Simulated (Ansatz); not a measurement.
Consider the formal exchange of groups at the Si–C bond: `C=C=C[SiH2]C` + SiH₄ → `C=C=C[SiH2][SiH3]` + CH₄.

Gas-phase electronic energies from Ansatz, PBE0-D4/def2-TZVP geometries. CCSD(T)/CBS adds triple-zeta CCSD(T) − MP2 to the extrapolated MP2 energy (def2 sets, frozen cores). This one scheme is used for every species. DFT in def2-TZVPP. One conformer a species, not always the lowest.

`C=C=C[SiH2]C`:

Cartesian coordinates in Å:
```
C -1.027 -1.459 -1.698
C -0.256 -1.384 -0.653
C 0.508 -1.259 0.393
Si 0.821 0.406 1.174
C -0.103 1.748 0.267
H -2.095 -1.618 -1.596
H -0.621 -1.377 -2.700
H 0.968 -2.153 0.812
H 2.287 0.672 1.161
H 0.402 0.348 2.603
H 0.085 2.720 0.728
H 0.211 1.797 -0.778
H -1.179 1.559 0.288
```

SiH₄:

```xyz
5

Si    0.000    0.000    0.000
H    -1.219   -0.737    0.420
H     0.523   -0.587   -1.259
H     1.032   -0.106    1.062
H    -0.337    1.429   -0.222
```

`C=C=C[SiH2][SiH3]`:

Cartesian coordinates in Å:
```
C -2.517 -1.639 -0.209
C -1.579 -0.963 0.384
C -0.612 -0.301 0.950
Si 1.115 -0.300 0.245
Si 1.661 1.832 -0.556
H -2.725 -2.667 0.066
H -3.122 -1.190 -0.989
H -0.829 0.283 1.843
H 1.184 -1.299 -0.853
H 2.091 -0.678 1.306
H 0.750 2.214 -1.669
H 1.519 2.836 0.534
H 3.064 1.872 -1.052
```

CH₄:

Cartesian coordinates in Å:
```
C 0.000 0.000 0.000
H -0.718 0.111 0.812
H 0.344 0.984 -0.317
H -0.476 -0.506 -0.839
H 0.850 -0.589 0.344
```

CCSD(T)/CBS gives -3.3 kJ/mol.

Question: Another level gave -16.4 kJ/mol. Which?
A. PBE0/def2-TZVPP
B. PBE/def2-TZVPP
C. SCS-MP2/def2-TZVPP
D. r2SCAN-D4/def2-TZVPP

Answer: B. PBE -16.4, r2SCAN-D4 -8.3, SCS-MP2/def2-TZVPP 3.1, PBE0 -12.3 kJ/mol.

Largest T1 diagnostic among the species: 0.013.

From PBE to PBE0 (25 % exact exchange), in def2-TZVPP and without D4, ΔE moves by +4.0 kJ/mol.
